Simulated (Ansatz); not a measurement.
Geometry optimisation, DFT r2SCAN-D3(BJ), scalar-relativistic, plane waves, PAW in Ansatz 0.2.0.

Input file:

```yaml
accuracy: low
crystal:
  lattice:
    - [7.656277, 0.0, 0.0]
    - [0.0, 7.656277, 0.0]
    - [0.0, 0.0, 7.656277]
  atoms:
    - { symbol: C, position: [0.9386116, 0.8455266, 0.5320592] }
    - { symbol: O, position: [1.0567854, 0.7115401, 0.480836] }
    - { symbol: H, position: [0.9903923, 0.9668964, 0.4787735] }
    - { symbol: H, position: [1.0125843, 0.6022725, 0.5272917] }
    - { symbol: H, position: [0.8070662, 0.8250923, 0.4791653] }
    - { symbol: H, position: [0.9296216, 0.858534, 0.6744302] }
    - { symbol: C, position: [0.6231749, 0.3225388, 0.74861] }
    - { symbol: O, position: [0.6976938, 0.1916536, 0.857501] }
    - { symbol: H, position: [0.5011583, 0.2685463, 0.6991328] }
    - { symbol: H, position: [0.8067143, 0.2376371, 0.9027925] }
    - { symbol: H, position: [0.5937992, 0.4428512, 0.8205927] }
    - { symbol: H, position: [0.7071661, 0.3547688, 0.637137] }
    - { symbol: C, position: [0.1051363, 0.2511459, 0.0348314] }
    - { symbol: O, position: [0.1957665, 0.1875953, -0.1144628] }
    - { symbol: H, position: [0.0118772, 0.3473648, -0.0130842] }
    - { symbol: H, position: [0.2795565, 0.1015589, -0.0741115] }
    - { symbol: H, position: [0.0329427, 0.1476869, 0.1026831] }
    - { symbol: H, position: [0.1926915, 0.315287, 0.1283168] }
    - { symbol: S, position: [0.3252252, 0.6836132, 0.8738774] }
    - { symbol: H, position: [0.3159382, 0.8027595, 0.7461068] }
    - { symbol: H, position: [0.2870203, 0.5507432, 0.7666703] }
    - { symbol: S, position: [0.398514, 0.1007225, 0.371335] }
    - { symbol: H, position: [0.444294, -0.0441506, 0.2845976] }
    - { symbol: H, position: [0.343168, 0.182106, 0.2266943] }
    - { symbol: S, position: [0.8994433, 0.699485, 0.0970042] }
    - { symbol: H, position: [0.8138127, 0.7516497, -0.0463612] }
    - { symbol: H, position: [0.7789006, 0.5794036, 0.1377141] }
    - { symbol: S, position: [0.555802, 0.6021471, 0.4146817] }
    - { symbol: H, position: [0.4056388, 0.691319, 0.4043485] }
    - { symbol: H, position: [0.4806526, 0.4505154, 0.3703219] }
    - { symbol: S, position: [0.9225738, 0.2957934, 0.3878373] }
    - { symbol: H, position: [0.9205561, 0.408319, 0.2538922] }
    - { symbol: H, position: [0.9208563, 0.1555218, 0.2832987] }
    - { symbol: S, position: [0.5851041, 0.9299787, 0.7234281] }
    - { symbol: H, position: [0.6207715, 1.0839758, 0.6484605] }
    - { symbol: H, position: [0.6071254, 0.8408367, 0.5745115] }
basis:
  ecutwfc: 500.0
kpoints:
  mp_grid: { grid: [1, 1, 1] }
hamiltonian:
  xc: r2scan
  dispersion: d3bj
scf:
  occupations: { method: fermi_dirac, width: 0.02 }
  lower_state_search: "off"
relax:
  f_tol: 0.3
  max_steps: 15
  adjacent_minimum: "off"
output:
  write_density: true
  write_potential: true
  elf: true
  volumetric_format: npy
```

Command:

```bash
$ ansatz run input.yaml --threads 1 --pin off --max-ram 3072MiB --backend cpu --events-out ev --progress --plain --runs-dir out
```

Task: Where does it end, and by what steps?

Result: It converged. The threshold is loose, so the end isn't yet a minimum. The force dipped under the threshold on the way, but the program's further checks kept it going. Limits of this set-up: coarse k mesh, low accuracy level. After 12 steps the energy has fallen by 2.840 eV; H10 moved furthest, 1.67 Å.

```json
{"step": "0", "energy less start (eV)": "0.0000", "largest force component (eV/Å)": "1.650", "accepted": "yes"}
{"step": "1", "energy less start (eV)": "-1.0037", "largest force component (eV/Å)": "0.610", "accepted": "yes"}
{"step": "2", "energy less start (eV)": "-1.5097", "largest force component (eV/Å)": "0.512", "accepted": "yes"}
{"step": "3", "energy less start (eV)": "-1.8706", "largest force component (eV/Å)": "0.858", "accepted": "yes"}
{"step": "4", "energy less start (eV)": "-2.1528", "largest force component (eV/Å)": "0.894", "accepted": "yes"}
{"step": "5", "energy less start (eV)": "-2.3469", "largest force component (eV/Å)": "0.549", "accepted": "yes"}
{"step": "6", "energy less start (eV)": "-2.4895", "largest force component (eV/Å)": "0.418", "accepted": "yes"}
{"step": "7", "energy less start (eV)": "-2.5975", "largest force component (eV/Å)": "0.473", "accepted": "yes"}
{"step": "8", "energy less start (eV)": "-2.6808", "largest force component (eV/Å)": "0.507", "accepted": "yes"}
{"step": "9", "energy less start (eV)": "-2.7457", "largest force component (eV/Å)": "0.508", "accepted": "yes"}
{"step": "10", "energy less start (eV)": "-2.8037", "largest force component (eV/Å)": "0.504", "accepted": "yes"}
{"step": "11", "energy less start (eV)": "-2.8404", "largest force component (eV/Å)": "0.235", "accepted": "yes"}
{"step": "12", "energy less start (eV)": "-2.8404", "largest force component (eV/Å)": "0.235", "accepted": "yes"}
```

```xyz
36
Lattice="7.6563 0.0000 0.0000 0.0000 7.6563 0.0000 0.0000 0.0000 7.6563" Properties=species:S:1:pos:R:3
C 7.444 6.273 4.077
O 8.222 5.112 3.805
H 7.799 7.047 3.401
H 8.059 4.465 4.506
H 6.385 6.082 3.879
H 7.569 6.617 5.110
C 4.885 3.050 6.286
O 4.804 2.299 7.493
H 4.074 2.703 5.650
H 5.425 2.691 8.128
H 4.746 4.114 6.468
H 5.834 2.884 5.760
C 0.747 1.727 -0.606
O 1.538 1.755 -1.790
H -0.165 2.282 -0.825
H 2.308 1.181 -1.658
H 0.486 0.704 -0.304
H 1.255 2.219 0.233
S 1.955 5.046 6.906
H 2.061 5.790 5.794
H 2.080 3.898 6.207
S 2.938 0.227 1.958
H 3.761 -0.632 1.334
H 3.376 1.251 1.193
S 6.567 5.321 0.892
H 6.167 5.795 -0.302
H 5.300 5.258 1.350
S 3.722 4.411 3.185
H 2.424 4.788 3.258
H 3.421 3.102 3.274
S 7.636 2.312 2.999
H 7.383 3.069 1.913
H 7.536 1.156 2.316
S 4.429 7.337 5.981
H 5.167 8.115 5.170
H 4.273 6.397 5.028
```

Whether the end is a true minimum wasn't checked by a vibrational analysis.

Time of the run: 5.4 min on 1 thread of Arm Neoverse V1, with other jobs on the host, peak memory 0.85 GiB.
